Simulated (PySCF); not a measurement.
Species: C₅H₅N₂O₂ (doublet state).
Cartesian coordinates in Å at the GFN2-xTB level; atoms count from 1:
```
atom  x, y, z in Å
C1     0.346    1.505   -0.875
N2    -0.364    0.515   -0.346
C3    -1.732    0.396   -0.402
C4    -2.060   -0.755    0.261
N5    -0.949   -1.360    0.729
C6     0.072   -0.609    0.372
C7     1.439   -0.967    0.715
O8     1.747   -1.951    1.338
O9     2.380   -0.094    0.275
H10   -0.173    2.289   -1.394
H11    1.412    1.510   -0.780
H12   -2.340    1.125   -0.897
H13   -3.028   -1.183    0.428
H14    3.250   -0.421    0.553
```

The hyperfine couplings belong to this conformer and change with its torsions.

The species is `[CH2]N1C=CN=C1C(=O)O` [radical].

Computed, not measured: UKS B3LYP, pcH-1 on C H N O, non-relativistic, mean-field spin-orbit, GIAO (PySCF 2.14.0). Geometry: GFN2-xTB, one conformer, isolated molecule. A GFN2-xTB geometry isn't a minimum of the functional, and hyperfine couplings can be far from their values at a DFT geometry. No stability test was run, so a lower SCF solution isn't excluded.

Where do the isotropic ENDOR lines of C1, C3, C6, C7, N2, N5, H11, H10, H12 and H13 fall at 3367.6 mT, to first order?

For S = 1/2 in fast tumbling each set of equivalent nuclei gives two lines, ν± = |νn ± a/2| to first order, with νn = g_N μN B/h and μN/h = 7.62259 MHz/T.

```
nuclei  isotope     g_N  νn (MHz)  a_iso (MHz)  lower line (MHz)  upper line (MHz)
    C1      13C  1.4048     36.06        70.40              0.86             71.26
    C3      13C  1.4048     36.06         7.95             32.09             40.04
    C6      13C  1.4048     36.06         5.11             33.50             38.62
    C7      13C  1.4048     36.06        -4.73             33.70             38.43
    N2      14N  0.4038     10.36        -9.27              5.73             15.00
    N5      14N  0.4038     10.36         3.63              8.55             12.18
   H11       1H  5.5857    143.38       -57.07            114.85            171.92
   H10       1H  5.5857    143.38       -54.88            115.94            170.83
   H12       1H  5.5857    143.38        -6.78            139.99            146.78
   H13       1H  5.5857    143.38        -3.32            141.72            145.04
```

The rows for 13C, of low natural abundance, apply to labelled samples.

Which pairs are centred on the nuclear Larmor frequency, and which on half the coupling?

Centred on νn, since |a| < 2νn: C1, C3, C6, C7, N2, N5, H11, H10, H12 and H13. No pair has |a| > 2νn.

At what field would the lower line of C7 fall to zero frequency?

Where νn = |a|/2, that is B = 2.36 MHz/(1.4048 × 7.62259 MHz/T) = 221 mT, as far as first order holds there.

H10 and H11 aren't averaged: C1 is flat or nearly so (angle sum 360°), and its turn about the short C1–N2 bond (1.33 Å) is taken as slow.

The Mulliken spin populations are largest on C1 (+0.84), N5 (+0.11), C3 (+0.08) and C6 (+0.08). No atom but C1 exceeds +0.15. The angles at C1 add up to 360.0°, so it is planar; its axial dipolar tensor and the negative couplings of its protons fit spin in a p orbital normal to that plane.
